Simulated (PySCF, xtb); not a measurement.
C₂H₄FNOSi, SMILES O=C/N=C/[SiH2]F.

GFN2-xTB (xtb) at its own geometry gives an orbital gap of 2.54 eV and a dipole moment of 3.39 D.

Coordinates come from a B3LYP-D3(BJ)/def2-SVP optimisation. The structure was generated by enumeration; whether it is a known compound was not checked. Other conformers were not sampled.

Question: What does PBE/def2-TZVP (PySCF) give? (Estimate from the structure and the level; the computed values follow.)

Answer: gap 2.87 eV (levels -6.25 and -3.38 eV), dipole 2.09 D.
